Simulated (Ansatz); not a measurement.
Level of theory: Ansatz (an electronic-structure program) with frozen-core CCSD(T)/def2-TZVPP // PBE-D3(BJ)/def2-SVP.

Ansatz 0.2 input:
```yaml
crystal:
  periodic: [false, false, false]
  atoms:
    - { symbol: Zn, position_ang: [-0.00284, 0.000162, 0.005222] }
    - { symbol: F, position_ang: [0.835507, -0.049346, -1.536975] }
    - { symbol: C, position_ang: [-0.919874, 0.054334, 1.692176] }
    - { symbol: H, position_ang: [-0.229454, 0.365506, 2.501578] }
    - { symbol: H, position_ang: [-1.327479, -0.944506, 1.946771] }
    - { symbol: H, position_ang: [-1.761267, 0.775008, 1.65573] }
basis:
  gaussian: { orbitals: def2-TZVPP }
correlation:
  method: ccsd_t
```

Output:

```
Functional definition: HF
1077 factors; integrals over basis functions are off by at most 9.3e-4 eV
mean field evaluation 1: about -52159.5449 eV, gradient 4.0e1 eV
mean field evaluation 2: about -52159.7391 eV, gradient 4.0e1 eV
mean field evaluation 4: about -52162.6103 eV, gradient 4.5e0 eV
mean field evaluation 8: about -52162.6557 eV, gradient 6.6e-1 eV
mean field evaluation 16: about -52159.5453 eV, gradient 4.0e1 eV
mean field -52162.65656559 eV, -1916.9422716669 hartree, gradient 1.6e-6 eV, S^2 0.000000; 0 other end points of the search recorded, 0 dependent functions left out
7 core orbitals not correlated
reference -52162.65656559 eV, -1916.9422716669 hartree; 17, 17 occupied and 144, 144 virtual orbitals, 1077 factors
second order -34.75238836 eV of doubles, -0.00000000 eV of singles
cycle   1  -31.41919147 eV  change     3.3e0 eV  update   1.6e-1
cycle   2  -32.63952425 eV  change    -1.2e0 eV  update   7.6e-2
cycle   3  -32.87601922 eV  change   -2.4e-1 eV  update   2.4e-2
cycle   4  -32.83348559 eV  change    4.3e-2 eV  update   1.0e-2
cycle   5  -32.81065778 eV  change    2.3e-2 eV  update   3.6e-3
cycle   6  -32.81488080 eV  change   -4.2e-3 eV  update   1.4e-3
cycle   7  -32.81537386 eV  change   -4.9e-4 eV  update   5.4e-4
cycle   8  -32.81454719 eV  change    8.3e-4 eV  update   1.8e-4
cycle   9  -32.81466939 eV  change   -1.2e-4 eV  update   5.6e-5
cycle  10  -32.81478374 eV  change   -1.1e-4 eV  update   2.4e-5
cycle  11  -32.81473372 eV  change    5.0e-5 eV  update   9.8e-6
cycle  12  -32.81472351 eV  change    1.0e-5 eV  update   3.8e-6
perturbative correction -0.87243875 eV, -0.0320615328 hartree
Total energy: -52196.34372785 eV, -1918.1802520458 hartree
```

Cost: very roughly 50 core-seconds.
